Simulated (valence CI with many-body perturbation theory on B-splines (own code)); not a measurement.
## Questions on La43+

Computed by configuration interaction combined with many-body perturbation theory (CI+MBPT): four valence electrons over a frozen Dirac-Fock core [Ne], radial functions for each j: 11 s, 11 p, 10 d, 8 f, 5 g, 2 h, with the one-electron correlation potential Σ1 (screened to all orders), the two-electron term Σ2, the three-electron term Σ3, Breit, model QED; selected single and double excitations, second order for the rest, scaled by the run's own slope (own B-spline code, finite nucleus).

No measured spectrum was set against this ion. As an estimate, large intervals hold to a few tenths of a per cent, small ones and those within an open d or f shell to about a per cent. Among the levels kept, up to 550 cm⁻¹ of a level comes from second order outside the variational space, and about a tenth of that is noise between levels of different J, which matters for small intervals.

Levels are named by their leading jj configuration (3d3/2^4 stands for four electrons in 3d with j = 3/2), which in mixed levels can hold well under half, so a name can repeat and another be missing.

Rates and lifetimes use the calculated energies. Strong lines usually hold to 10 to 20 %, long lifetimes can be off by a factor of two.

Problem. What is the ground level?

Solution. (3s^2 3p1/2^2) J=0, composition 71 % 3s²3p² ³P + 28 % 3s²3p² ¹S.

Problem. Where does the other parity begin?

Solution. At (3s 3p1/2^2 3p3/2) J=2, 207.78 eV.

Problem. Among levels below 767.73 eV, which E1 lines absorb most strongly from the ground level?

Solution. to (3s^2 3p1/2 3d3/2) J=1 at 4.374 nm, f = 0.678; to (3s 3p1/2^2 3p3/2) J=1 at 5.416 nm, f = 0.154; to (3s 3p1/2 3p3/2^2) J=1 at 3.731 nm, f = 0.00334.

Problem. What is the ionisation energy?

Solution. 3418.2 eV; NIST lists 3416 ± 4 eV (theoretical).

Problem. How well does LS coupling describe the low levels?

Solution. Among the lowest 20 levels the leading LS term, summed over configurations, holds 58 % on average. For single configurations the figures are 55 % in LS and 87 % in jj coupling. Terms mix most in the J = 2 level at 372.38 eV, where the leading one holds 27 %.

Problem. Name the longest-lived excited levels whose lifetime is computed, and their main decay.

Solution. (3s^2 3p1/2 3p3/2) J=2 at 103.53 eV lives 30.1 μs, mostly by E2 to (3s^2 3p1/2^2) J=0; (3s^2 3p3/2 3d5/2) J=4 at 384.10 eV lives 197 ns, mostly by M1 to (3s^2 3p1/2 3d5/2) J=3; (3s^2 3p1/2 3p3/2) J=1 at 96.67 eV lives 164 ns, mostly by M1 to (3s^2 3p1/2^2) J=0.
